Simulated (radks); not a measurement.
Initial-state core-level shifts of neutral ytterbium when its valence configuration changes from [Xe] 4f14 6s2. Calculated with a radial shooting solver on a logarithmic mesh with Libxc functionals: Dirac Kohn-Sham, PBE, spin-unpolarised, spherical densities, finite nucleus; open shells fill j = l - 1/2 first; Fermi nuclear charge, rms radius 5.3108 fm. Shifts are changes of the shell-averaged eigenvalues in eV (positive: less bound); the change of the density at the nucleus, which sets a Mossbauer isomer shift, is in e/bohr^3, on a base of 1.027e+06.

| valence | 2s | 2p | 3d | 5s | density at nucleus |
|---|---|---|---|---|---|
| 4f14 6p2 | -2.575 | -2.577 | -2.540 | -2.699 | -70.2 |
| 4f12 5d2 6s2 | -14.835 | -14.674 | -16.336 | -8.157 | +107.7 |
| 4f14 5d1 6s1 | +0.333 | +0.332 | +0.320 | +0.446 | -37.8 |
| 4f12 5d3 6s1 | -13.241 | -13.083 | -14.760 | -6.552 | +53.2 |
| 4f11 5d4 6s1 | -21.444 | -21.174 | -24.005 | -10.023 | +109.6 |
| 4f11 5d5 | -20.167 | -19.901 | -22.727 | -8.727 | +60.6 |
| 4f11 5d4 6p1 | -22.602 | -22.332 | -25.169 | -11.199 | +63.4 |
| 4f13 5d1 6s2 | -7.033 | -6.964 | -7.675 | -4.235 | +50.6 |
| 4f13 6s2 6p1 | -10.076 | -10.005 | -10.679 | -7.346 | +69.5 |
